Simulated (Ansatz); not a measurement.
Reactions of `[CH3][SnH]([F])[Cl]`.

Calculated with Ansatz (gas phase, PBE0-D4/def2-TZVP geometries, no zero-point term in ΔE). CBS: MP2 limit from def2 TZ/QZ plus the TZ coupled-cluster correction, frozen cores. This one scheme is used for every species. Functionals use def2-TZVPP. Elements past krypton have def2 core potentials. For Br, In, Sn outer-core shells are correlated without core-valence functions, which leaves a few kJ/mol of doubt a bond. Scalar relativity is left out up to krypton. Each species was taken in one conformer, which may not be the lowest.

```
                                                                                                   reaction  PBE-D4 (kcal/mol)  CCSD(T)/CBS(def2) (kcal/mol)
                                             `[CH3][SnH]([F])[Cl]` + `CCl` → `[CH3][SnH]([F])[CH2]Cl` + HCl               27.9                          27.7
                                       `[CH3][SnH]([F])[Cl]` + `CCB(F)F` → `[CH3][SnH2][F]` + `CC(Cl)B(F)F`               38.6                          40.9
                `[CH3][SnH]([F])[Cl]` + `[SiH3]OB(S)O[SiH3]` → `[CH3][SnH]([Cl])[O][SiH3]` + `FB(S)O[SiH3]`                0.6                          -1.1
`[CH3][SnH]([F])[Cl]` + `F[Si](Cl)(O[SiH3])O[SiH3]` → `[CH3][Sn]([F])([F])[Cl]` + `[SiH3]O[SiH](Cl)O[SiH3]`               19.4                          21.8
                `[CH3][SnH]([F])[Cl]` + `[OH][In]([OH])[SH]` → `[CH3][SnH]([OH])[Cl]` + `[OH][In]([F])[SH]`                0.4                           0.7
                              `[CH3][SnH]([F])[Cl]` + `C#CO[SiH2]Br` → `C#[C][SnH]([F])[Cl]` + `CO[SiH2]Br`               -1.3                          -6.3
                                                        `[CH3][SnH]([F])[Cl]` + H₂ → `[CH3][SnH2][F]` + HCl               19.8                          20.3
                                       `[CH3][SnH]([F])[Cl]` + `CS[Si]S` → `[F][SnH]([SH])[Cl]` + `C[Si]SC`                9.1                           8.9
```

Largest T1 diagnostic: 0.016, for `[OH][In]([OH])[SH]`.
